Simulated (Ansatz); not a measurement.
Geometry optimisation, RKS revPBE/def2-SVP in Ansatz 0.2.0.

The input (input.yaml):

```yaml
crystal:
  periodic: [false, false, false]
  atoms:
    - { symbol: Se, position_ang: [-2.2756, -1.173, 0.5287] }
    - { symbol: C, position_ang: [-0.9343, -0.4823, -0.6777] }
    - { symbol: Al, position_ang: [-1.06292, 1.49496, -0.70225] }
    - { symbol: Si, position_ang: [-1.45091, 1.08666, -2.963] }
    - { symbol: S, position_ang: [-1.20942, -1.03724, -2.39952] }
    - { symbol: H, position_ang: [-1.7543, -0.3185, 1.7026] }
    - { symbol: H, position_ang: [0.07879, -0.76626, -0.36115] }
    - { symbol: H, position_ang: [-0.94886, 2.80569, 0.24873] }
    - { symbol: H, position_ang: [-2.88429, 1.33891, -3.36983] }
    - { symbol: H, position_ang: [-0.43471, 1.50095, -3.83546] }
basis:
  gaussian: { orbitals: def2-SVP }
hamiltonian:
  xc: revpbe
relax:
  f_tol: 0.015
  max_steps: 40
```

Run as:

```bash
$ ansatz run input.yaml --threads 2 --pin off --max-ram 3072MiB --backend cpu --events-out ev --progress --plain --runs-dir out
```

Where does it end, and by what steps?

The forces met the threshold. After 13 steps the energy has fallen by 0.984 eV; Se1 moved furthest, 0.63 Å. Joined: Se1–Al3.

```
step  energy less start (eV)  largest force component (eV/Å)  accepted
   0                  0.0000                           1.990       yes
   1                 -0.5901                           0.895       yes
   2                 -0.7538                           0.749       yes
   3                 -0.8533                           0.549       yes
   4                 -0.9313                           0.394       yes
   5                 -0.9468                           0.449       yes
   6                 -0.9735                           0.200       yes
   7                 -0.8824                           0.696        no
   8                 -0.9816                           0.074       yes
   9                 -0.9828                           0.115       yes
  10                 -0.9828                           0.080       yes
  11                 -0.9842                           0.020       yes
  12                 -0.9843                           0.023       yes
  13                 -0.9843                           0.011       yes
```

```xyz
10
Properties=species:S:1:pos:R:3
Se -2.432 -0.594 0.347
C -0.582 -0.464 -0.687
Al -1.089 1.464 -0.582
Si -1.591 1.112 -2.960
S -0.921 -0.951 -2.414
H -1.901 -0.287 1.713
H 0.122 -1.158 -0.192
H -0.816 2.574 0.538
H -2.980 1.084 -3.554
H -0.687 1.668 -4.037
```

Time of the run: 56 s on 2 threads of Arm Neoverse V1, with other jobs on the host, peak memory 0.19 GiB.
